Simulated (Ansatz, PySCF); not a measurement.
C₄H₈BN, SMILES C=C1CNB1C. Atoms are numbered in the order given.

```xyz
14

C      1.2656     1.2110    -1.2351
C      0.6643     0.3109    -0.4558
C      1.1690    -1.0182     0.1261
N     -0.1429    -1.2007     0.7705
B     -0.7062     0.0015     0.2878
C     -2.1116     0.6675     0.4672
H      0.7431     2.1172    -1.5590
H      2.2980     1.0900    -1.5855
H      2.0139    -0.9275     0.8342
H      1.4179    -1.7921    -0.6240
H     -0.4189    -1.9854     1.3483
H     -2.0071     1.6708     0.9160
H     -2.7988     0.0804     1.0973
H     -2.5925     0.8204    -0.5148
```
Charge 0, spin multiplicity 1.

Geometry optimised at B3LYP-D3(BJ)/def2-SVP. The structure was generated by enumeration, and PubChem lists no compound with its InChIKey, so it may never have been made.

Two levels are set side by side: PBE-D3(BJ)/def2-SVP (Ansatz, a first-principles code) and B3LYP-D3(BJ)/def2-SVP (Ansatz). Each level has its own optimised geometry; the coordinates shown are those of the second. Frequencies come from the Hessian of PySCF at each geometry. Differences are taken from unrounded values.

```
quantity                            B3LYP-D3(BJ)  PBE-D3(BJ)  PBE-D3(BJ) minus B3LYP-D3(BJ)
----------------------------------  ------------  ----------  -----------------------------
mean bond length (Å)                       1.260       1.266                          0.006
bond C1–C2 (Å)                             1.334       1.343                          0.009
bond C2–C3 (Å)                             1.536       1.538                          0.001
bond C2–B5 (Å)                             1.590       1.592                          0.002
bond C3–N4 (Å)                             1.473       1.474                          0.001
bond N4–B5 (Å)                             1.413       1.421                          0.009
bond B5–C6 (Å)                             1.566       1.569                          0.003
bond C1–H7 (Å)                             1.095       1.103                          0.008
bond C1–H8 (Å)                             1.097       1.105                          0.008
bond C3–H9 (Å)                             1.106       1.115                          0.009
bond C3–H10 (Å)                            1.106       1.115                          0.009
bond N4–H11 (Å)                            1.013       1.021                          0.008
bond C6–H12 (Å)                            1.104       1.111                          0.007
bond C6–H13 (Å)                            1.102       1.109                          0.007
bond C6–H14 (Å)                            1.104       1.111                          0.007
highest harmonic wavenumber (cm⁻¹)          3628        3539                            -89
mean harmonic wavenumber (cm⁻¹)             1423        1386                            -37
zero-point energy (kcal/mol)               73.21       71.33                          -1.88
```

GGA bonds tend to be longer and softer than those of functionals with exact exchange. Differences between two approximate levels are no errors against the true value.
